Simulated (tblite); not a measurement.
Compound: 1,1,1,3,3-pentafluorobutane, C4H5F5.
Atom-mapped SMILES: `[CH3:1][C:2]([F:3])([F:4])[CH2:5][C:6]([F:7])([F:8])[F:9]` (hydrogens: H10, H11, H12 on C1; H13, H14 on C5)

Cartesian coordinates in Å at the GFN2-xTB level; atoms count from 1:
```xyz
14
C4H5F5 angstrom
C     -1.394    0.111    0.889
C     -0.852    0.062   -0.525
F     -1.521    0.963   -1.306
F     -1.129   -1.147   -1.087
C      0.646    0.362   -0.690
C      1.542   -0.379    0.286
F      1.261   -1.681    0.388
F      2.826   -0.286   -0.082
F      1.470    0.127    1.528
H     -0.984   -0.710    1.471
H     -2.476    0.006    0.847
H     -1.141    1.057    1.357
H      0.809    1.433   -0.554
H      0.942    0.083   -1.705
```

Computed with GFN2-xTB (tblite): harmonic, unscaled wavenumbers at the GFN2-xTB geometry, gas phase. The method is semi-empirical: single wavenumbers can be off by several per cent or more. One conformer, not necessarily the lowest.

Harmonic wavenumbers (cm⁻¹): 44.8, 78.1, 144.2, 206.3, 270.0, 284.0, 313.9, 355.4, 390.8, 460.2, 475.2, 480.3, 542.8, 614.5, 798.5, 847.1, 870.8, 919.9, 963.0, 1009.5, 1054.4, 1132.7, 1155.6, 1180.5, 1195.1, 1226.3, 1314.0, 1391.7, 1415.6, 1448.9, 1466.6, 2991.1, 3004.3, 3051.4, 3062.2, 3066.0.

A = 2779, B = 1053, C = 1035 MHz; mass 148.031 u (most abundant isotopes); point group C1, symmetry number 1.

Question: What is the zero-point energy?

Answer: Half the sum of the wavenumbers: 19613 cm⁻¹ = 234.63 kJ/mol.

Question: Give the ideal-gas entropy at 200 K and 1 bar in the rigid-rotor, harmonic-oscillator model (classical rotation).

Answer: Translation 162.88, rotation 116.57, vibration 66.31: S = 345.8 J/(mol K).

Question: And Cp and H(200 K) − H(0)?

Answer: Cp = 110.61 J/(mol K), of which vibrations give 77.35 (their classical limit is 36 R = 299.3); H(200 K) − H(0) = 14.06 kJ/mol without the zero-point energy, 7.40 from vibrations.

Question: How do the functions run with temperature in this model?

Answer: 
```json
{"T (K)": "100", "S (J/(mol K))": "284.5", "Cp (J/(mol K))": "69.8", "H − H(0) (kJ/mol)": "4.98", "G − H(0) (kJ/mol)": "-23.47", "ln q(vib)": "1.39"}
{"T (K)": "300", "S (J/(mol K))": "397.5", "Cp (J/(mol K))": "146.4", "H − H(0) (kJ/mol)": "26.94", "G − H(0) (kJ/mol)": "-92.31", "ln q(vib)": "5.78"}
{"T (K)": "500", "S (J/(mol K))": "486.5", "Cp (J/(mol K))": "203.0", "H − H(0) (kJ/mol)": "62.27", "G − H(0) (kJ/mol)": "-180.98", "ln q(vib)": "10.26"}
{"T (K)": "800", "S (J/(mol K))": "593.6", "Cp (J/(mol K))": "251.2", "H − H(0) (kJ/mol)": "131.20", "G − H(0) (kJ/mol)": "-343.69", "ln q(vib)": "16.51"}
{"T (K)": "1000", "S (J/(mol K))": "651.9", "Cp (J/(mol K))": "270.3", "H − H(0) (kJ/mol)": "183.48", "G − H(0) (kJ/mol)": "-468.39", "ln q(vib)": "20.29"}
```

q(vib) and H(0) count from the zero-point level.

Question: Which modes carry the vibrational entropy at 200 K?

Answer: 44.8 cm⁻¹: 17.76; 78.1 cm⁻¹: 13.22; 144.2 cm⁻¹: 8.37; 206.3 cm⁻¹: 5.76; 270.0 cm⁻¹: 3.99; 284.0 cm⁻¹: 3.68 J/(mol K); the other 30 give 13.53 together.

Hindered rotation and anharmonicity are outside this model. Other conformers, if any are populated, would add a mixing term that is left out. The structure is chiral; the term R ln 2 for an equal mix with its mirror image is left out.

Hardware: one thread of an x86-64 server, shared host. The figure is for the frequency step alone.
